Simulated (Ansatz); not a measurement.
BCl3H2S (`[SH2+][B-](Cl)(Cl)Cl`). Charge 0, multiplicity 1.

```tsv
atom	x (Å)	y (Å)	z (Å)
S1	-0.373	0.805	1.012
B2	0.380	-0.670	-0.288
Cl3	-0.428	-2.155	0.347
Cl4	-0.131	-0.179	-1.947
Cl5	2.153	-0.556	0.027
H6	-1.627	0.866	0.527
H7	0.025	1.889	0.321
```

Problem. List the harmonic frequencies (cm⁻¹, unscaled) at PBE0-D4/def2-TZVP in Ansatz. (An estimate is asked.)

Solution. Computed: 134, 153, 199, 203, 242, 247, 375, 520, 593, 633, 838, 848, 1197, 2693, 2706.

Problem. Is this a minimum?

Solution. Yes, all 15 modes are real.

Problem. Give the ideal-gas thermochemistry at 298.15 K and 1 bar (rigid rotor, harmonic oscillator; point group Cs, symmetry number 1).

Solution. Zero-point energy 69.3 kJ/mol; H(298) − E = 90.8 kJ/mol; entropy 360.2 J/(mol·K), of which translation 171.5, rotation 120.9, vibration 67.9; G(298) − E = -16.6 kJ/mol.

Problem. And at 400, 500, 600, 800 and 1000 K?

Solution. 
```csv
T (K),H − E (kJ/mol),S (J/mol/K),G − E (kJ/mol)
400,102.1,392.7,-55.0
500,114.1,419.5,-95.7
600,126.7,442.5,-138.8
800,153.2,480.5,-231.2
1000,180.9,511.5,-330.5
```
